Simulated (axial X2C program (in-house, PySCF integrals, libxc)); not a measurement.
**GeN: nuclear properties from DFT to coupled cluster**

Computed with an in-house all-electron X2C program for linear molecules (integrals from PySCF): two-component X2C with atomic mean-field Coulomb and Gaunt terms, Gaussian nuclei, basis Ge dyall-acv3z, N dyall-av3z with contracted cores.

R = 1.739 Å (near the PBE0 minimum at charge 0 of the determinant lowest at the starting distance; the state shown can have its own minimum elsewhere); state Ω = 3/2 (⟨Sz⟩ = 0.50, ⟨Lz⟩ = 1.00 at PBE0).

```
level  Eeff magnitude (GV/cm)  Ws magnitude Ge (kHz)  A∥/gI Ge (MHz)  qzz Ge (a.u.)  A∥/gI N (MHz)  μ (D)
 PBE0                  0.0633                 0.0236             169          -5.03           60.6  -2.94
   HF                   0.534                  0.147             307          -4.61           11.1  -2.19
B3LYP                  0.0456                 0.0191             163          -4.93           69.3  -2.99
```

Eeff is the effective electric field on the electron electric dipole moment in this Ω state and Ws the scalar–pseudoscalar constant of the nucleus named (defined with the proton number Z and per Ω); A∥ (defined per Ω) follows by multiplying with gI = μI/(I μN); qzz is the electric field gradient, eQq0 = 234.96 MHz × Q/barn × qzz; μ is positive if the N end (last atom) is positive. The operators were transformed with the bare-nucleus X2C matrices; with these basis sets, hyperfine constants and field gradients can be off by tens of per cent, and where levels differ in sign neither size nor sign is settled.

Finite-field MP2, CCSD and CCSD(T), with 19 electrons correlated in 130 natural virtual spinors (MP2 remainder added):

| level | Eeff magnitude (GV/cm) | Ws magnitude Ge (kHz) | A∥/gI Ge (MHz) | qzz Ge (a.u.) | A∥/gI N (MHz) | μ (D) |
| --- | --- | --- | --- | --- | --- | --- |
| MP2 | 0.00974 | 0.003 | 199 | -5.38 | 42.4 | -3.50 |
| CCSD | 0.0193 | 0.00932 | 139 | -5.07 | 62.2 | -3.07 |
| CCSD(T) | 0.0498 | 0.0089 | 119 | -4.97 | 71.2 | -3.02 |

T1 = 0.060 (Lee–Taylor), a sign of multireference character. One unrestricted determinant, the lowest of a limited PBE0 search, is the reference; the functionals treat spin collinearly. The sign of Eeff is opposite to CCSD(T) at PBE0, HF, B3LYP, MP2, CCSD. Eeff spreads by more than a factor of two over the levels. Correlation of the inner shells is missing, which matters for properties at the nucleus. Number of frozen shells: Ge 3 s, 2 p; N 1 s.

Question: By how much does correlation change each value, CCSD(T) against HF?

Answer: A∥/gI Ge -61 %; qzz Ge 8 %; A∥/gI N 541 %; μ 38 %.
